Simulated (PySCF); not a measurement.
C₂V, SMILES [C]1[C][V]1 (connectivity only; charge and spin as stated), neutral, multiplicity 4.

Coordinates come from a B3LYP-D3(BJ)/def2-TZVP optimisation. The spin state was assumed, not searched.

These are TDA-B3LYP/def2-TZVPD run with PySCF values and carry that method's errors.

Vertical excitations. The molecule is in vacuum.

```
state    energy (eV)  λ (nm)      f                                                                     main pairs
-------  -----------  ------  -----  -----------------------------------------------------------------------------
root 1          0.69    1787  0.002                                                             α HOMO→LUMO+1 93 %
root 2          0.84    1480  0.000                 α HOMO−1→LUMO+1 44 %, α HOMO−2→LUMO+2 41 %, α HOMO−2→LUMO 11 %
root 3          0.92    1353  0.000                 α HOMO−2→LUMO+1 41 %, α HOMO−1→LUMO+2 39 %, α HOMO−1→LUMO 16 %
root 4          1.10    1132  0.000                                     α HOMO−2→LUMO+1 54 %, α HOMO−1→LUMO+2 39 %
root 5          1.10    1127  0.000                                           α HOMO→LUMO+2 72 %, α HOMO→LUMO 23 %
root 6          1.35     921  0.000                 α HOMO−1→LUMO+1 47 %, α HOMO−2→LUMO 29 %, α HOMO−2→LUMO+2 21 %
root 7          1.70     728  0.012                                           α HOMO→LUMO 74 %, α HOMO→LUMO+2 23 %
root 8          1.84     673  0.007                                       α HOMO−1→LUMO 78 %, α HOMO−1→LUMO+2 18 %
root 9          1.96     633  0.000                                       α HOMO−2→LUMO 58 %, α HOMO−2→LUMO+2 36 %
root 10         2.52     492  0.004  α HOMO−3→LUMO 45 %, α HOMO−3→LUMO+2 20 %, β HOMO→LUMO 23 %, β HOMO→LUMO+3 9 %
```
Unrestricted roots are not spin-pure.
